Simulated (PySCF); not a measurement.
Energy landscape of H3S (cation, charge +1), singlet: umbrella (inversion) coordinate, bond length relaxed. Scanned: angle between the S-H bonds and the threefold axis (90 = planar). Other coordinates (S-H bond length) were minimised at PBE0/def2-TZVP.

The free coordinates were minimised at PBE0/def2-TZVP in PySCF; the energy column is CCSD(T) on RHF/cc-pVTZ, 5 core orbitals frozen in PySCF, in kJ/mol.

| a / ° | S-H bond length / Å | E |
|---|---|---|
| 90 | 1.340 | 129.6 |
| 93 | 1.341 | 126.6 |
| 96 | 1.342 | 118.1 |
| 99 | 1.343 | 104.8 |
| 102 | 1.345 | 88.1 |
| 105 | 1.347 | 69.5 |
| 108 | 1.349 | 50.7 |
| 111 | 1.351 | 33.3 |
| 114 | 1.352 | 18.5 |
| 117 | 1.354 | 7.5 |
| 120 | 1.356 | 1.1 |
| 123 | 1.358 | 0.0 |
| 126 | 1.360 | 4.6 |
| 129 | 1.363 | 15.4 |
| 132 | 1.367 | 32.6 |
